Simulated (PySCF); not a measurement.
## How methods differ on the ionisation energy of Cu⁺

Cu⁺ [Ar] 3d10 (1S) → Cu²⁺ [Ar] 3d9 (2D), as a difference of total energies. Computed with PySCF 2.14 in aug-cc-pVDZ-PP with ECP10MDF, with scalar relativity through the core potential. Correlated levels: valence: 3s2 3p6 frozen. The calculations carry no spin-orbit coupling.

| method | ionisation energy (eV) | difference from reference (eV) |
| --- | --- | --- |
| UHF | 17.176 | -3.116 |
| MP2 (valence) | 20.733 | +0.441 |
| SCS-MP2 (valence) | 20.300 | +0.008 |
| CCSD (valence) | 19.736 | -0.556 |
| CCSD(T) (valence) | 19.936 | -0.356 |

Reference: 20.292 eV (measured; NIST Atomic Spectra Database, ionization energies).

The reference lies between the lowest fine-structure levels, while these numbers refer to the centres of the terms.

Errors of the correlated levels include the incompleteness of this basis and the frozen core.
